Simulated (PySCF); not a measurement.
C5H3Br, SMILES BrC(C#C)=C=C. The structure is a stationary point at PBE0-D3(BJ)/def2-SVP. This is a generated structure with no PubChem entry under its InChIKey; it may be hypothetical.

Computed equilibrium geometry at PBE0-D3(BJ)/def2-SVP (PySCF confirms it by a frequency run) as Cartesian coordinates in Å, and its point group:
point group Cs.
```xyz
9

C      2.6672     1.2521     0.0000
C      1.4923     0.9506     0.0000
C      0.1249     0.5780     0.0000
Br    -0.2331    -1.3005     0.0000
C     -0.8849     1.4202     0.0000
C     -1.8847     2.2576     0.0000
H      3.7070     1.5229     0.0000
H     -2.3195     2.6225     0.9377
H     -2.3195     2.6225    -0.9377
```
